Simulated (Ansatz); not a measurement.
```yaml
crystal:
  periodic: [false, false, false]
  atoms:
    - {symbol: C, position_ang: [-1.011196, 1.258850, -0.006227]}
    - {symbol: Si, position_ang: [-0.338404, -0.416233, -0.505374]}
    - {symbol: Al, position_ang: [1.823142, -1.011048, 0.520931]}
    - {symbol: Cl, position_ang: [-1.753598, -1.852295, 0.015387]}
    - {symbol: H, position_ang: [-1.152775, 1.322977, 1.074389]}
    - {symbol: H, position_ang: [-0.316934, 2.047023, -0.311124]}
    - {symbol: H, position_ang: [-1.973480, 1.439583, -0.490313]}
    - {symbol: H, position_ang: [-0.256098, -0.460761, -1.995180]}
    - {symbol: H, position_ang: [1.968193, -2.284563, 1.456046]}
    - {symbol: H, position_ang: [3.094451, -0.094733, 0.244464]}
basis:
  gaussian: {orbitals: cc-pVTZ}
magnetization: {spin_polarized: true, initial_magnetization: 2}
hamiltonian: {xc: {name: B2PLYP}, dispersion: d4}
accuracy: high
output: {forces: true}
```

```sh
$ ansatz run in.yaml --threads 2 --pin off --events-out ev --progress --plain --max-ram 4352MiB
```

(1) How does Ansatz answer? (Best estimate.)

## Answers

(1) Computed: The input was rejected before any iteration.
```
Error: invalid value for `hamiltonian.dispersion`: no damping is tabulated for this functional; type it, or the functional that lends it
```
